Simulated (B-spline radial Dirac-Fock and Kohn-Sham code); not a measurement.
**Radiative decay of the 1s hole in Te²⁻**

System: Te²⁻, configuration [Kr] 4d10 5s2 5p6, inside a Watson sphere of charge +2 and radius 2.652 Å (a model of the Madelung potential; inside it an electron's potential energy is lowered by 10.9 eV).

Input file task.json (cfg lists n, l and occupation; rrms is the nuclear radius in fm):

```json
{"items": [{
  "Z": 52,
  "q": -2,
  "cfg": [[1, 0, 2], [2, 0, 2], [2, 1, 6], [3, 0, 2], [3, 1, 6], [3, 2, 10], [4, 0, 2], [4, 1, 6], [4, 2, 10], [5, 0, 2], [5, 1, 6]],
  "A": 130,
  "rrms": 4.7423,
  "watson": [2, 2.652],
  "do": ["binding", "quiet", "decay"],
  "holes": ["K", "L1", "L2", "L3", "M1", "M2", "M3", "M4", "M5", "N1", "N2", "N3", "N4", "N5"]
}]}
```

Launch: `python xray_run.py task.json out`

Calculated with a B-spline atomic structure program, using a relativistic independent-particle model: LDA orbitals of the hole state, radiative multipoles to third order, Auger rates from the Coulomb interaction with a continuum orbital, Dirac-Fock energies.

```
        line  multipole  energy (eV)  width (meV)  share (%)
  Kα2 (K-L2)         E1      27199.2         2440       28.8
  Kα1 (K-L3)         E1      27470.1         4540       53.7
  Kβ3 (K-M2)         E1      30939.2          413       4.88
  Kβ1 (K-M3)         E1      30990.9          803       9.49
Kβ5'' (K-M4)         E2      31229.7         3.79     0.0448
 Kβ5' (K-M5)         E2      31240.1         5.22     0.0617
Kβ2'' (K-N2)         E1      31683.0         80.1      0.946
 Kβ2' (K-N3)         E1      31692.8          156       1.84
        K-O2         E1      31810.0         6.79     0.0802
        K-O3         E1      31810.7         12.3      0.146
```

The listed lines hold 100.0 % of the radiative rate. The radiative width is 8.46 eV in the length form and 8.66 eV in the velocity form; the two differ because the transition energies are not eigenvalue differences of the potential that gave the orbitals. Kα2/Kα1 is 0.537 and Kβ/Kα is 0.212.
